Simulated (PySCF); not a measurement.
# A thermochemical cycle for Cs2

MP2 in PySCF with def2-SVP on every atom (core potentials on Cs), for the lowest determinant that a PBE0 search found; no spin–orbit coupling. Cs2, a singlet (closed shell), has De = 0.24 eV to neutral atoms, and Cs₂⁺, a doublet (σ ↑), has De = 0.62 eV to Cs⁺ + Cs.

The adiabatic ionisation energy of Cs2, between the minima, is 3.34 eV.

Problem. Which ionisation energy of the Cs atom does this level give?

Solution. IE(Cs) = IE(molecule) + De(ion) − De(neutral) = 3.34 + 0.62 − 0.24 = 3.72 eV; the measured value is 3.894 eV (NIST ASD).

Correlated steps freeze no core orbitals. Weak bonds: Cs2. Basis-set superposition, not corrected here, can be much of De in a small basis, most of all at correlated wavefunction levels. Spin–orbit coupling is left out. Where the molecule has an RHF reference, its open-shell atoms are computed with UHF. States were picked by a PBE0 search and need not be the measured ground states.
